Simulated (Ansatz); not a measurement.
Reaction (ligand exchange at a Ge–C bond): `Cl[CH2][GeH3]` + `O[SiH](O)F` → `O[SiH](F)[O][GeH3]` + `CCl`

Program: Ansatz. Geometries: PBE0-D4/def2-TZVP. ΔE: electronic, gas phase. CBS: MP2 limit from def2 TZ/QZ plus the TZ coupled-cluster correction, frozen cores. This one scheme is used for every species. DFT in def2-TZVPP. HSE06 is defined as in plane-wave codes. For Ge outer-core shells are correlated without core-valence functions, which leaves a few kJ/mol of doubt a bond. Scalar relativity is left out up to krypton. One conformer a species, not always the lowest.

| level | ΔE (kJ/mol) |
| --- | --- |
| LDA (SPW92) | -44.9 |
| PBE0-D4 | -56.1 |
| r2SCANh-D4 | -61.0 |
| BHLYP-D4 | -71.7 |
| PBE | -51.5 |
| r2SCANh | -60.6 |
| HSE06 | -55.1 |
| CCSD(T)/def2-TZVPP | -61.7 |

Question: What does CCSD(T)/CBS give? (Estimate.)

Answer: Ansatz gave: -58.2 kJ/mol. The listed levels differ from it by 13.3, 2.1, -2.8, -13.5, 6.7, -2.4, 3.1, -3.5 kJ/mol.

Largest T1 diagnostic among the species: 0.012.

From PBE to PBE0 (25 % exact exchange), in def2-TZVPP and without D4, ΔE moves by −3.7 kJ/mol. In def2-TZVPP, CCSD(T) changes the Hartree–Fock value by +21.4 kJ/mol (the triples alone add +2.1 kJ/mol) and MP2 by +22.7 kJ/mol. At CCSD(T), def2-SVP lies −11.4 kJ/mol from the extrapolated value and def2-TZVPP −3.5 kJ/mol.
